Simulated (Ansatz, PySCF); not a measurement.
System: C$_{3}$H$_{5}$O$_{2}$, net charge 0, doublet state. It need not be the lowest isomer of its formula. 
Coordinates optimised at B3LYP-D3(BJ)/def2-TZVP (Ansatz, an electronic-structure program):
```
C
H 1 1.0936
H 1 1.0987 2 106.28
O 1 1.4491 2 109.03 3 116.01
C 4 1.3370 1 116.01 2 -60.40
O 5 1.1993 4 126.02 1 0.31
H 5 1.0983 6 124.89 4 -179.93
C 1 1.4725 2 112.32 3 -123.57
H 8 1.0798 1 119.66 2 40.19
H 8 1.0798 9 119.47 1 -171.78
```
Charge 0, spin multiplicity 2.

Dipole moments at this geometry, in debye (magnitudes).

```tsv
level	program	dipole (D)
HF/def2-TZVPD	PySCF	2.09
PBE/def2-TZVPD	Ansatz	1.85
revPBE/def2-TZVPD	Ansatz	1.86
r2SCAN/def2-TZVPD	Ansatz	1.94
B97M-V/def2-TZVPD	Ansatz	1.90
B3LYP/def2-TZVPD	PySCF	1.92
HSE06/def2-TZVPD	Ansatz	1.92
LC-wPBE/def2-TZVPD	Ansatz	1.95
CCSD(T)/aug-cc-pVDZ	Ansatz	(withheld)
```

Question: What belongs in the gaps?

Answer: 
- CCSD(T)/aug-cc-pVDZ, dipole (D): 1.84
